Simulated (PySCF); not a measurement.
Calculated NMR data

Computed data (PySCF 2.14.0 with density-fitted response routines): PBE0/pcSseg-1 with gauge-including orbitals, geometry: GFN2-xTB. Relativity neglected, one computed conformer, equivalent nuclei averaged, no solvent model.

Chemical shifts δ = σref − σ; TMS for $^{1}$H (31.72 ppm) and $^{13}$C (186.93 ppm), all at this level. Splittings of carbon signals by F and P are missing where no couplings were computed. Where no couplings were computed, multiplicities follow the n + 1 count of equivalent neighbours, and m marks all less simple cases (inequivalent or close neighbours, rings, F or P nearby). Shifts are as computed. Against solution values, carbons near 30 ppm lie about +3 ppm off and those near 130 ppm about +5 ppm. Of 1211 compounds with measured shifts, 218 miss one by over three times the rms of a fit or turn the order of signals round; such compounds aren't used in these exercises.

Compound 1 (C6H15NP2). $^{1}$H NMR (600 MHz, computed): δ 2.88 (m, 6H), 2.85 (m, 2H), 2.06 (m, 1H), 1.03 (d, 6H). $^{13}$C{$^{1}$H} NMR (computed): δ 48.3 (CH2), 48.0 (CH3), 31.7 (CH), 26.6 (CH3). Structure: SMILES CC(C)C/P=P\N(C)C.

Compound 2 (C4H11OP). $^{1}$H NMR (600 MHz, computed): δ 6.71 (m, 1H), 1.60 (m, 1H), 1.37 (m, 3H), 1.33 (m, 3H), 0.82 (m, 3H). $^{13}$C{$^{1}$H} NMR (computed): δ 34.1 (CH), 18.4 (CH3), 16.1 (CH3), 15.8 (CH3). Structure: `CC(C)[P@@H](C)=O`.
